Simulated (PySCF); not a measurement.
Computed data sheet: `C=C[BH2-][NH3+]`

Species: C2H8BN.
Atom-mapped SMILES: `[CH2:1]=[CH:2][BH2-:3][NH3+:4]` (hydrogens: H5, H6 on C1; H7 on C2; H8, H9 on B3; H10, H11, H12 on N4)

PBE0-D3(BJ)/def2-SVP geometry optimisation, gas phase (PySCF):

- Point group: C1
- Rotational constants A, B, C: 19.057, 3.847, 3.725 GHz

CAM-B3LYP/def2-SVPD ground state, ΔSCF and vertical TDDFT (core frozen in the response) (PySCF):

- Dipole moment: 5.28 D
- HOMO energy: -8.16 eV
- LUMO energy: 0.37 eV
- HOMO–LUMO gap: 8.53 eV
- Lowest singlet excitation: 6.06 eV (205 nm, f = 0.115)
- Strongest line among the 10 lowest singlet transitions: S4 at 7.09 eV (175 nm, f = 0.154)
- Lowest triplet excitation (Tamm–Dancoff): 4.24 eV
- Static isotropic polarisability: 55.5 au
- Vertical ionisation energy: 9.09 eV
- Electronic spatial extent ⟨r²⟩ about the centre of nuclear charge: 389 bohr²

PBE0/pcSseg-1 ground state and GIAO shieldings, non-relativistic (PySCF):

- Lowest Hirshfeld atomic charge: -0.13 e on C2
- Highest Hirshfeld atomic charge: +0.17 e on H10/H12
- 13C chemical shifts (computed TMS as zero) by class: 157.0 (C2), 135.5 (C1) ppm
- 1H chemical shifts (computed TMS as zero) by class: 6.50 (H7), 5.83 (H5), 5.73 (H6), 2.58 (H8/H9), 2.44 (H10/H11/H12) ppm
- Isotropic shieldings of nuclei other than C and H, by class: 117 (B3), 216 (N4) ppm
- Mayer bond orders between heavy atoms: C1–C2 2.00, C2–B3 0.91, B3–N4 0.57

**B3LYP/pcJ-1 indirect spin-spin coupling, non-relativistic, gas phase; spin–dipole term left out for some pairs (PySCF)**

* Largest of the computed one-bond spin–spin couplings (means over like bonds): 13C–1H +164.1 (C1–H5), 13C–1H +160.3 (C1–H6), 13C–1H +133.4 (C2–H7), 11B–1H +108.1 (B3–H8 and 1 like it), 15N–1H -71.6 (N4–H10 and 2 like it), 13C–13C +66.1 (C1–C2), 13C–11B +62.9 (C2–B3), 15N–11B -2.3 (N4–B3) Hz

delta-SCF UKS SCAN, pcX-2 on the ionised atom, pcseg-1 elsewhere, spin-free X2C (PySCF):

- Core binding energies: B1s 194.0 (B3), C1s 289.1 (C2), C1s 289.4 (C1), N1s 408.0 (N4) eV

Monoisotopic mass (most abundant isotopes): 57.0750 u.

With B = h/(8π²I), that is 505.379 GHz u Å² over I, the principal moments of inertia are 26.5, 131.4 and 135.7 u Å² (most abundant isotopes); the inertial defect Ic − Ia − Ib is -22.2 u Å² (zero for a rigid planar frame, negative otherwise). No computed singlet falls in the visible range (750 to 380 nm, 1.65 to 3.26 eV); S1 lies 2.80 eV above its blue end. The polarisability is 8.22 Å³ as a volume (1 au = 0.148185 Å³), or 1.73 au for each of the 32 electrons. A dipole of 5.28 D is allowed in C1, and pure rotational transitions are dipole-allowed. The 10 singlets span 6.06 to 8.28 eV, and their oscillator strengths add up to 0.59. The vertical singlet–triplet gap S1 − T1 is 1.82 eV (TDDFT singlet less Tamm–Dancoff triplet; S1: HOMO→LUMO, weight 0.92; T1: HOMO→LUMO+1, weight 0.49). The rotational constants make it an asymmetric top with κ = (2B − A − C)/(A − C) = -0.98, nearer the prolate limit (−1). The dipole equals about 17.6 × 10⁻³⁰ C·m (1 D = 3.33564 × 10⁻³⁰ C·m).

 NMR classes are plain means over equivalent atoms (diastereotopic ones count apart unless rotation or inversion swaps them), as if these changed places fast; in this geometry the members of some classes differ.

For the spin–spin coupling job (B3LYP/pcJ-1), on one thread, Arm Neoverse N1 (shared host), this took 24 s wall.

The values belong to the conformer `[CH2:1]=[CH:2][BH2-:3][NH3+:4]`: C1–C2–B3–N4 -112°.
